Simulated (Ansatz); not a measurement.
Geometry optimisation, RKS B3LYP-D4/6-31G* in Ansatz.

Input:

```yaml
crystal:
  periodic: [false, false, false]
  atoms:
    - { symbol: Si, position_ang: [0.0, 0.0, 0.0] }
    - { symbol: H, position_ang: [0.0, 0.0, 1.46] }
    - { symbol: O, position_ang: [1.5842, 0.0, -0.5594] }
    - { symbol: H, position_ang: [1.9006, -0.9521, -0.6761] }
    - { symbol: O, position_ang: [-0.7913, 1.3709, -0.5594] }
    - { symbol: H, position_ang: [-1.7491, 1.1401, -0.7818] }
    - { symbol: O, position_ang: [-0.7913, -1.3709, -0.5594] }
    - { symbol: H, position_ang: [-1.2459, -1.8365, 0.2129] }
basis:
  gaussian: { orbitals: "6-31G*" }
hamiltonian:
  xc: b3lyp
  dispersion: d4
relax:
  f_tol: 0.02
  max_steps: 40
```

Run as:

```bash
$ ansatz run input.yaml --threads 1 --pin off --max-ram 2048MiB --backend cpu --events-out ev --progress --plain --runs-dir out
```

Question: Where does it end, and by what steps?

Answer: It converged. After 16 steps the energy has fallen by 0.338 eV; H6 moved furthest, 0.83 Å.

| step | energy less start (eV) | largest force component (eV/Å) | accepted |
| --- | --- | --- | --- |
| 0 | 0.0000 | 1.709 | yes |
| 1 | -0.1496 | 0.736 | yes |
| 2 | -0.1871 | 0.186 | yes |
| 3 | -0.2042 | 0.316 | yes |
| 4 | -0.2189 | 0.621 | yes |
| 5 | -0.2194 | 1.107 | yes |
| 6 | -0.2334 | 1.138 | yes |
| 7 | -0.2963 | 0.616 | yes |
| 8 | -0.2875 | 0.817 | no |
| 9 | -0.3214 | 0.101 | yes |
| 10 | -0.3315 | 0.246 | yes |
| 11 | -0.3340 | 0.116 | yes |
| 12 | -0.3343 | 0.356 | yes |
| 13 | -0.3376 | 0.053 | yes |
| 14 | -0.3380 | 0.036 | yes |
| 15 | -0.3381 | 0.026 | yes |
| 16 | -0.3382 | 0.005 | yes |

```xyz
8
Properties=species:S:1:pos:R:3
Si -0.069 -0.076 0.148
H 0.051 0.049 1.615
O 1.361 0.084 -0.664
H 1.743 -0.753 -0.964
O -1.076 1.159 -0.279
H -1.088 1.375 -1.223
O -0.612 -1.587 -0.277
H -1.404 -1.901 0.180
```

Whether the end is a true minimum wasn't checked by a vibrational analysis.

Run time: 39 s on 1 thread of Arm Neoverse V2 (shared host), peak memory 0.13 GiB.
